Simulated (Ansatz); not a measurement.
Reaction: C2HClF2 (SMILES FC(F)=CCl) → C2HClF2 ((E)-1-chloro-1,2-difluoroethene, SMILES C(/F)=C(/F)Cl)
Each species at its own B3LYP-D3(BJ)/def2-TZVP minimum (Ansatz, a first-principles code).

Total energies in hartree (Ansatz). UHF or UKS for unpaired electrons; spin-orbit terms are left out. Cores are frozen in correlated methods. No relativity.

| species | HF/cc-pV(T+d)Z | CCSD(T)/cc-pV(T+d)Z | HF/cc-pV(Q+d)Z | CCSD(T)/cc-pV(Q+d)Z | CCSD(T)/cc-pV(D+d)Z | CCSDT(Q)/cc-pV(D+d)Z |
|---|---|---|---|---|---|---|
| 1: C2HClF2 (SMILES C(F)(F)=CCl) | -734.77664 | -735.83602 | -734.80156 | -735.94508 | -735.48579 | -735.48864 |
| 2: C2HClF2 (SMILES F/C=C(\F)Cl) | -734.76352 | -735.82479 | -734.78898 | -735.93451 | -735.47265 | -735.47561 |

Q: Work out the isomerisation energy (electronic) in kcal/mol: take Hartree-Fock from cc-pV(Q+d)Z, extrapolate the CCSD(T) correlation energy as X^-3 (X = 3, 4), and add CCSDT(Q) - CCSD(T) in cc-pV(D+d)Z. 1 hartree = 627.51 kcal/mol.

A: 
Species 1: correlation (64·(-1.14352) - 27·(-1.05938))/37 = -1.20492; step -0.00285; E1 = -734.80156 + (-1.20492) + (-0.00285) = -736.00933
Species 2: correlation (64·(-1.14553) - 27·(-1.06127))/37 = -1.20702; step -0.00296; E2 = -734.78898 + (-1.20702) + (-0.00296) = -735.99896
-1·E1 +1·E2 = 0.01037 hartree = 6.5 kcal/mol.
